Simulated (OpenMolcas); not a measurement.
An OpenMolcas run meant for Pr2+ (ANO-RCC-MB, DKH3; inactive shells 1s 2s 2p 3s 3p 3d 4s 4p 4d 5s 5p; intended active space 3 electrons in 7 orbitals (4f)). One step of its input:

```
&RASSCF
FileOrb=start.orb
Symmetry=2
Spin=5
nActEl=3 0 0
Inactive=15 12
Ras2=0 7
CIRoot=35 35 1
SDav=35
CIMx=300
Iter=72 100
PrWF=0.3
OrbListing=Nothing
MaxOrb=0
Atom
>>> COPY $Project.JobIph JOB001
```

Lines from the output:

```
--- SEWARD ---
Basis set label: PR.ANO-RCC...6S5P3D1F.

      Electronic valence basis set:
      ------------------
      Associated Effective Charge  59.000000 au
      Associated Actual Charge     59.000000 au
      Nuclear Model: Point charge

      Shell  nPrim  nBasis  Cartesian Spherical Contaminant
         s      25       6        X
         p      22       5        X
         d      15       3                 X
         f      11       1                 X
Relativistic=R03O02
                  Relativistic Douglas-Kroll-Hess integrals:
                    - DKH order of Hamiltonian: 3
                    - DKH order of Properties : 2
--- RASSCF ---

 Nr of active orbitals     NAC=   7
 Spin degeneracy         ISPIN=   5
 There can be no such wave function.
 ************************************************
--- Stop Module: rasscf at  /rc=_RC_INPUT_ERROR_ ---
.####################.
.# User input error #.
.####################.
```

Q: What is wrong with the input?

A: The spin multiplicity does not fit the number of active electrons: an even count needs an odd multiplicity and the reverse.
